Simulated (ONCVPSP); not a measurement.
# Ru: one change to an ONCV potential, before and after

| Item | Value |
| --- | --- |
| Element | ruthenium (Ru) |
| Generator | ONCVPSP 4.0.1 |
| Type | optimised norm-conserving Vanderbilt (ONCV) |
| Functional | PBEsol |
| Relativity | scalar-relativistic |
| Frozen core | [Ar] 3d10 |
| Valence charge | 16 |
| Reference configuration | 4s2 4p6 4d7.5 5s0.5 |
| Partial waves | 4s+5s: rc 1.70 bohr, ncon 3, nbas 7, qcut 6.9 1/bohr, 2 projectors; 4p: rc 1.15 bohr, ncon 5, nbas 10, qcut 7.4 1/bohr, 2 projectors, debl 2.5 Ha; 4d: rc 1.35 bohr, ncon 3, nbas 8, qcut 7 1/bohr, 1 projector; f scattering state at 0.18 Ha: rc 1.75 bohr, ncon 3, nbas 7, qcut 7.4 1/bohr, 2 projectors, debl 1.1 Ha |
| Local potential | polynomial inside 0.75 bohr (lpopt 5, dvloc0 0 Ha) |
| Core correction | none |

Change: all radii scaled by about 1.21 (s 2.06, p 1.40, d 1.64, f 2.12 bohr); local potential polynomial inside 0.92 bohr (lpopt 5, dvloc0 0 Ha).

Cutoffs: the cutoffs (Ha) at which the residual kinetic energy of the hardest occupied pseudo-wave falls to 1 and 0.1 mHa per electron; they do not see the model core or the augmentation charge, which bear on the density cutoff. Errors are all-electron minus pseudo energies relative to the spin-unpolarised reference configuration.

**Question.** Predict the effect on cutoff, ghosts and configuration errors.

**Answer.** The potential gets softer (90 Ha and 236 Ha → 25 Ha and 134 Ha); the bound ghost in s disappears; the lowest positive-energy flag moves from none to s at 39.0 eV; of the 4 tests that both files solve, the error grows in 0 and shrinks in 4 by more than 15 % and 0.3 meV (median size 24.8 → 0.9 meV). A larger radius leaves more room for a smooth pseudo-wave, so fewer plane waves are needed. That the errors move this way runs against the usual rule that smaller radii transfer better.

```tsv
quantity	base	changed
cutoff, loose	90 Ha	25 Ha
cutoff, tight	236 Ha	134 Ha
loose cutoff by channel	s 16 Ha, p 90 Ha, d 23 Ha	s 9.2 Ha, p 25 Ha, d 20 Ha
bound ghosts	s	none
GHOST(+) flags under 300 eV	none	s at 39.0 eV
error for 4s2 4p6 4d7 5s1, meV [ΔE 0.31 eV]	+19	-0.2
error for 4s2 4p6 4d7 5s0, meV [ΔE 7.61 eV]	+23	-1.4
error for 4s2 4p6 4d6 5s0, meV [ΔE 25.80 eV]	+29	-3.8
error for 4s2 4p6 4d7 5s0 5p1, meV [ΔE 3.83 eV]	+27	-0.4
```

 A true bound ghost makes a file unfit for plane-wave use even where its test errors are small: the radial tests pick states by their node count and pass the ghost by.
